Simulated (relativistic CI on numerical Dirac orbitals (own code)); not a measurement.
**Slater and spin-orbit integrals, Sr XIV**

Method of calculation: Dirac-Coulomb-Breit CI, KLI orbitals optimised for each configuration, model QED, unscaled Slater integrals (own radial code, finite nucleus).

Slater integrals F^k, G^k are unscaled and averaged over j, outside the closed core [Ne]; ζ comes from projecting the Hamiltonian with its Breit term on Σ l·s of the shell.

- 3s2.3p6.3d7: F^2(3d,3d) = 220320, F^4(3d,3d) = 140550, ζ(3d) = 6406.8 cm⁻¹; <r>(3d) = 0.4505, <r^2>(3d) = 0.2407 (bohr units).
- 3s2.3p5.3d8: ζ(3p) = 61374, F^2(3d,3d) = 219670, F^4(3d,3d) = 140110, F^2(3p,3d) = 206970, G^1(3p,3d) = 240410, G^3(3p,3d) = 153680, ζ(3d) = 6282.4 cm⁻¹; <r>(3p) = 0.4741, <r^2>(3p) = 0.2603, <r>(3d) = 0.4517, <r^2>(3d) = 0.242 (bohr units).
- 3s2.3p4.3d9: F^2(3p,3p) = 210230, ζ(3p) = 61399, F^2(3p,3d) = 206610, G^1(3p,3d) = 240230, G^3(3p,3d) = 153480, ζ(3d) = 6160.3 cm⁻¹; <r>(3p) = 0.4747, <r^2>(3p) = 0.261, <r>(3d) = 0.4528, <r^2>(3d) = 0.2433 (bohr units).

Question: Give the Racah parameters of the d shell in 3s2.3p6.3d7.

Answer: B = F²/49 − 5F⁴/441 = 2903 cm⁻¹ and C = 35F⁴/441 = 11155 cm⁻¹.

Averages of the first 10 configurations, taken without configuration mixing, which lowers the lowest level and can move excited configurations by several eV; other configurations of the list can lie among them:

```json
{"Configuration": "3s2.3p6.3d7", "Parity": "even", "States": "120", "Average energy above the lowest level (eV)": "8.7"}
{"Configuration": "3s2.3p5.3d8", "Parity": "odd", "States": "270", "Average energy above the lowest level (eV)": "145.3"}
{"Configuration": "3s2.3p4.3d9", "Parity": "even", "States": "150", "Average energy above the lowest level (eV)": "284.9"}
{"Configuration": "3s.3p6.3d8", "Parity": "even", "States": "90", "Average energy above the lowest level (eV)": "232.0"}
{"Configuration": "3s2.3p6.3d6.4s", "Parity": "even", "States": "420", "Average energy above the lowest level (eV)": "186.0"}
{"Configuration": "3p6.3d9", "Parity": "even", "States": "10", "Average energy above the lowest level (eV)": "459.2"}
{"Configuration": "3s2.3p6.3d6.4p", "Parity": "odd", "States": "1260", "Average energy above the lowest level (eV)": "212.9"}
{"Configuration": "3s2.3p6.3d6.4d", "Parity": "even", "States": "2100", "Average energy above the lowest level (eV)": "254.3"}
{"Configuration": "3s.3p5.3d9", "Parity": "odd", "States": "120", "Average energy above the lowest level (eV)": "367.4"}
{"Configuration": "3s2.3p6.3d5.4s2", "Parity": "even", "States": "252", "Average energy above the lowest level (eV)": "378.3"}
```
